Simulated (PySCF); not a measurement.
Calculation: PBE-D3(BJ)/def2-TZVP // B3LYP-D3(BJ)/def2-TZVP (PySCF 2.14.0). Isolated molecules, 0 K electronic values unless said otherwise. 

Reference species (SMILES): `F[CH]F` (neutral, multiplicity 2).

```yaml
dipole_moment: 1.23 D
```

Changed species: `F[C](F)F` (radical fragment; the reference has radical fragment).

**Question.** Predict the effect on the dipole moment.

**Answer.** the dipole moment decreases by 1.11 D, to 0.12 D.
